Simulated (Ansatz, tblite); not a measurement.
Cost and result up the ladder for NiF₂ (3 atoms). Total charge 0; triplet. Geometry: PBE-D4/def2-TZVP.

Cartesian coordinates in Å:
```
Ni -0.0001 0.0000 -0.0001
F -1.2232 0.8332 0.8581
F 1.2232 -0.8332 -0.8580
```

Ansatz on 2 threads of Intel Xeon Platinum 8488C on a shared host; xTB runs through tblite on one thread. Times are rough, summed over both states, and most runs start from the orbitals of an earlier one. PBE-QIDH/def2-TZVP serves as the yardstick here, not as an exact answer. The other state is a quartet, and no other spin of it was run.

The xTB rows come from tblite. Correlated methods freeze 7 core orbitals; core or outer-core shells of Ni are correlated, in sets that lack core-valence functions. In CCSD on the charge 1 quartet the largest single amplitude is 0.47, so its Hartree–Fock determinant may place the open shell otherwise than the density functionals do.

Run but left out: HF/def2-TZVPP, MP2/def2-TZVPP (charge +1 quartet: a determinant that CCSD turns far, T1 0.101).

Second-order perturbation terms are unreliable where d shells bring near-degenerate states, and here PBE-QIDH/def2-TZVP lies more than 0.4 eV from the median of the functionals without such a term.

Correlated methods converge slowly with the basis.

Raw xTB energies of ions are shifted by several eV, and xTB has no spin-polarisation term.

| level | functions | wall time | vertical IE (eV) | difference from PBE-QIDH/def2-TZVP (eV) | remarks |
| --- | --- | --- | --- | --- | --- |
| GFN2-xTB | 17 | 0.006 s | 16.16 | 3.19 | – |
| GFN1-xTB | 17 | 0.009 s | 18.86 | 5.89 | – |
| LDA (SPW92)/def2-TZVP | 107 | 3.2 s | 11.62 | -1.35 | – |
| PBE-D4/def2-TZVP (with forces) | 107 | 6.2 s | 11.39 | -1.58 | – |
| BLYP-D4/def2-TZVP | 107 | 7.1 s | 11.42 | -1.55 | – |
| BHLYP-D4/def2-TZVP | 107 | 54 s | 13.12 | 0.15 | – |
| ωB97M-V/def2-TZVP | 107 | 90 s | 12.49 | -0.48 | – |
| PBE-QIDH/def2-TZVP | 107 | 1.8 min | 12.97 | 0.00 | – |
| PBE0-D4/def2-TZVP (with forces) | 107 | 2.2 min | 12.19 | -0.78 | – |
| CCSD(T)/def2-TZVPP | 126 | 3.2 min | 12.12 | -0.85 | large T1 (0.101) (+1 quartet) |
